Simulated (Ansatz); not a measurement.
Cost and result for the atomization energy of CH$_{7}$BrO$_{2}$Si$_{2}$, SMILES `CO[Si](O)([SiH3])Br` (13 atoms, 12 bonds).

```xyz
13

C     1.098    0.856   -1.610
O     0.252    1.207   -0.536
Si   -0.049    0.322    0.798
O    -0.867    1.251    1.854
Si   -1.276   -1.627    0.422
Br    1.937   -0.274    1.660
H     2.119    0.675   -1.263
H     1.104    1.687   -2.316
H     0.736   -0.039   -2.126
H    -0.478    2.089    2.117
H    -1.375   -2.410    1.680
H    -2.637   -1.301   -0.078
H    -0.565   -2.436   -0.603
```

Total charge 0; spin multiplicity 1. Correlated methods include outer-core shells of Br, which these sets cover unevenly. Scalar relativity is left out up to krypton. Geometry: relaxed with PBE0-D4/def2-TZVP. It is one conformer, not always the lowest. Program: Ansatz. All runs use 2 threads of an AMD EPYC 7R13 on a shared host and a share of an NVIDIA H100 80 GB. Times are those of one run each, without the atoms' runs, and a repeat can differ threefold. Electronic energies, without spin–orbit coupling; frozen cores. CCSD(T)/CBS adds CCSD(T) − MP2 in def2-TZVPP to the MP2 limit, and its time is that of the two runs behind it. T1 = 0.011. With those shells the extrapolation isn't a true limit. B3LYP takes the VWN-RPA correlation (the form of Gaussian; ORCA's B3LYP/G).

CCSD(T)/CBS is a level of theory with its own doubt, some kJ/mol a heavy atom from the limit and from the frozen cores, so smaller differences don't rank the functionals.

```json
{"level": "B2PLYP/def2-TZVPP", "functions": "323", "wall time": "2.6 s", "atomization (kJ/mol)": "4549.8", "difference from CCSD(T)/CBS": "-90.3", "per bond": "-7.5"}
{"level": "PBE-D4/def2-TZVPP (with forces)", "functions": "323", "wall time": "2.8 s", "atomization (kJ/mol)": "4655.2", "difference from CCSD(T)/CBS": "15.1", "per bond": "1.3"}
{"level": "PBE0-D4/def2-TZVPP", "functions": "323", "wall time": "2.8 s", "atomization (kJ/mol)": "4585.1", "difference from CCSD(T)/CBS": "-55.0", "per bond": "-4.6"}
{"level": "r2SCAN-D4/def2-TZVPP (with forces)", "functions": "323", "wall time": "3.1 s", "atomization (kJ/mol)": "4629.1", "difference from CCSD(T)/CBS": "-11.0", "per bond": "-0.9"}
{"level": "B3LYP-D4/def2-TZVPP (with forces)", "functions": "323", "wall time": "3.9 s", "atomization (kJ/mol)": "4598.6", "difference from CCSD(T)/CBS": "-41.5", "per bond": "-3.5"}
{"level": "ωB97X-V/def2-TZVPP", "functions": "323", "wall time": "4.7 s", "atomization (kJ/mol)": "4637.6", "difference from CCSD(T)/CBS": "-2.5", "per bond": "-0.2"}
{"level": "MP2/def2-QZVPP", "functions": "610", "wall time": "5 s", "atomization (kJ/mol)": "4658.4", "difference from CCSD(T)/CBS": "18.3", "per bond": "1.5"}
{"level": "ωB97M-V/def2-TZVPP (with forces)", "functions": "323", "wall time": "6 s", "atomization (kJ/mol)": "4621.1", "difference from CCSD(T)/CBS": "-19.0", "per bond": "-1.6"}
{"level": "CCSD(T)/def2-TZVPP", "functions": "323", "wall time": "7 s", "atomization (kJ/mol)": "4499.3", "difference from CCSD(T)/CBS": "-140.8", "per bond": "-11.7"}
{"level": "CCSD(T)/CBS(def2)", "functions": "–", "wall time": "12 s", "atomization (kJ/mol)": "4640.1", "difference from CCSD(T)/CBS": "0.0", "per bond": "0.0"}
```

The D4 term adds +57.9 kJ/mol with B3LYP and +30.9 kJ/mol with PBE0; it sums over pairs of atoms, weighted by their polarisabilities, and B3LYP, whose exchange is more repulsive, gets the larger term. From PBE to PBE0 (25 % exact exchange), in def2-TZVPP and without D4, the atomization energy moves by −65.3 kJ/mol: exact exchange takes away binding that semilocal exchange gives to molecules. In def2-TZVPP, CCSD(T) changes the Hartree–Fock value by +1132.5 kJ/mol (the triples alone add +65.4 kJ/mol) and MP2 by +1207.9 kJ/mol; breaking electron pairs costs correlation energy, which Hartree–Fock lacks.
